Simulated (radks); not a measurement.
Q: Valence configurations of neutral thallium. Calculated with a radial shooting solver on a logarithmic mesh with Libxc functionals: Dirac Kohn-Sham, PBE, spin-unpolarised, spherical densities, finite nucleus; open shells are shared between the two j in proportion to 2j + 1; Fermi nuclear charge, rms radius 5.4759 fm. Order these by energy: [Xe] 4f14 5d9.5 6s2 6p1.5; [Xe] 4f14 5d10 6s1 6p2; [Xe] 4f14 5d8 6s2 6p3; [Hg] 6p1; [Xe] 4f14 5d10 6s1.5 6p1.5; [Xe] 4f14 5d9 6s2 6p2; [Xe] 4f13 5d10 6s2 6p2.

A: From the lowest, in eV above it: [Hg] 6p1 0.000; [Xe] 4f14 5d10 6s1.5 6p1.5 3.584; [Xe] 4f14 5d9.5 6s2 6p1.5 6.897; [Xe] 4f14 5d10 6s1 6p2 7.273; [Xe] 4f14 5d9 6s2 6p2 14.576; [Xe] 4f14 5d8 6s2 6p3 32.250; [Xe] 4f13 5d10 6s2 6p2 119.70. NIST lists [Hg] 6p1 as the ground configuration; this level of theory agrees among the configurations tried. The energies are those of spherical spin-averaged densities, not of single terms.
